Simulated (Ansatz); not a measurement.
CH₅InS⁻, that is InH2(SMe) with one electron more. Charge -1, multiplicity 2. Geometry B3LYP-D4/def2-TZVP, that of the neutral singlet.

```
atom   x (Å)   y (Å)   z (Å)
 In1  -1.751  -0.541   0.410
  H2  -0.915  -1.261   1.734
  H3  -3.420  -0.556   0.010
  S4  -0.328   0.677  -1.086
  C5   1.347   0.448  -0.368
  H6   1.310  -0.041   0.603
  H7   1.809   1.427  -0.254
  H8   1.948  -0.153  -1.048
```

In the def2 sets In takes a core potential; there is no spin–orbit coupling. At PBE-D4/def2-TZVPD, r2SCAN-D4/def2-TZVPD, PBE0-D4/def2-TZVPD the highest occupied level of the charge -1 doublet lies above zero (up to 1.88 eV). By energy differences its removal costs 0.21 eV (vertical, to the charge 0 singlet, at PBE-D4/def2-TZVPD); a positive level beside a positive removal energy at the same level points to self-interaction error.

Q: Estimate the α-spin orbital energies around the gap (eV) in Ansatz with PBE-D4/def2-TZVPD, r2SCAN-D4/def2-TZVPD, PBE0-D4/def2-TZVPD.

A: 
```csv
orbital,PBE-D4/def2-TZVPD,r2SCAN-D4/def2-TZVPD,PBE0-D4/def2-TZVPD
HOMO−5,-5.51,-5.84,-6.88
HOMO−4,-4.34,-4.62,-5.58
HOMO−3,-2.51,-2.74,-3.62
HOMO−2,-1.96,-2.14,-3.02
HOMO−1,-1.31,-1.51,-2.48
HOMO,1.88,1.72,1.29
LUMO,2.53,2.99,2.94
LUMO+1,2.91,3.31,3.42
LUMO+2,3.05,3.50,3.60
LUMO+3,3.42,3.81,3.94
LUMO+4,3.75,4.22,4.21
LUMO+5,3.78,4.41,4.24
β HOMO,-1.18,-1.35,-2.28
β LUMO,2.65,3.14,3.10
```
